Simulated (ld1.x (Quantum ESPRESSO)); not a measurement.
# Varying the RRKJ potential for Cu

Base potential:

Cu, norm-conserving RRKJ (Kleinman–Bylander form), made with ld1.x (Quantum ESPRESSO) 7.5 (PBE, scalar-relativistic). Core [Ar], reference 3d10 4s1 4p0. Waves: 4s (bound): rc 2.35 bohr; 4p (bound, empty): rc 3.35 bohr; 3d (bound): rc 1.00 bohr. Local part: the d channel. Core correction: a·sin(br)/r model core inside 0.55 bohr. rho0 = 0.005.

Cutoffs, loose and tight: the cutoffs (Ry, on a coarse ladder) from which the occupation-weighted sum of valence levels, in a spherical-Bessel basis at the reference potential, stays within 10 and 1 mRy of its value at 400 Ry. They do not see the model core or the augmentation charge, which bear on the density cutoff. Test errors are all-electron minus pseudo excitation energies from the reference, over the configurations 3d10 4s0 4p0; 3d9 4s0 4p0; 3d8 4s0 4p0; 3d10 4s0 4p1; 3d9 4s2 4p0; 3d10 4s0.5 4p0; 3d9 4s1 4p0. A dash means not determined; rows that change the core or the reference have their own tests.

A true bound ghost makes a file unfit for plane-wave use even where its test errors are small: the radial tests pick states by their node count and pass the ghost by.

```tsv
change	outcome	cutoff, loose	cutoff, tight	bound ghosts	largest test error (meV)
base	generated	230 Ry	over 300 Ry	s, p	-464
local potential the s channel	generated	180 Ry	260 Ry	none	-1501
all radii but the core radius scaled by about 0.94 (s 2.20, p 3.14, d 0.94 bohr)	generated	260 Ry	over 300 Ry	s, p	-437
wave 3d (bound): rc 1.00 bohr becomes 3d (bound): rc 0.84 bohr	generated	300 Ry	over 300 Ry	s, p	-447
wave 4s (bound): rc 2.35 bohr becomes 4s (bound): rc 1.94 bohr	generated	230 Ry	over 300 Ry	s, p	-420
wave 4p (bound): rc 3.35 bohr becomes 4p (bound): rc 4.88 bohr	generated	230 Ry	over 300 Ry	s, p	-464
core correction a·sin(br)/r model core inside 0.74 bohr	generated	230 Ry	over 300 Ry	s, p	-464
```
